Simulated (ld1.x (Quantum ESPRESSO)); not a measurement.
An all-electron radial function and its pseudo partner (copper)

Columns: radius, all-electron u(r) and pseudo u(r) of the 4p shell (level -3.42 eV) of copper in the configuration [Ar] 3d10 4s0.5 4p0; PBE, scalar-relativistic, PAW scheme, ld1.x (Quantum ESPRESSO) 7.5.

| r (bohr) | all-electron | pseudo |
| --- | --- | --- |
| 0.138 | 0.0988 | 0.0041 |
| 0.275 | -0.0226 | 0.0160 |
| 0.413 | -0.1399 | 0.0355 |
| 0.550 | -0.1727 | 0.0613 |
| 0.688 | -0.1422 | 0.0927 |
| 0.825 | -0.0795 | 0.1280 |
| 0.963 | -0.0045 | 0.1664 |
| 1.100 | 0.0708 | 0.2057 |
| 1.238 | 0.1423 | 0.2454 |
| 1.375 | 0.2068 | 0.2838 |
| 1.513 | 0.2645 | 0.3204 |
| 1.650 | 0.3145 | 0.3540 |
| 1.788 | 0.3579 | 0.3848 |
| 1.925 | 0.3945 | 0.4119 |
| 2.062 | 0.4253 | 0.4357 |
| 2.200 | 0.4508 | 0.4563 |
| 2.338 | 0.4714 | 0.4738 |
| 2.475 | 0.4874 | 0.4881 |
| 2.613 | 0.4995 | 0.4996 |
| 2.750 | 0.5079 | 0.5079 |
| 2.888 | 0.5133 | 0.5133 |
| 3.025 | 0.5158 | 0.5158 |
| 3.162 | 0.5158 | 0.5158 |
| 3.300 | 0.5136 | 0.5136 |
| 3.438 | 0.5096 | 0.5096 |
| 3.575 | 0.5039 | 0.5039 |

How many radial nodes do the two functions have?

The all-electron 4p function has n − l − 1 = 2; the pseudo-wave has 0, since the states of the same l below it are removed with the core.

At about which radius was the pseudo-wave matched?

2.75 bohr, where the columns begin to agree (steps of 0.14 bohr).

Is the pseudo-wave norm-conserving?

No, it belongs to a PAW set: the norm inside the radius is not constrained, and the difference is carried by the augmentation charge.
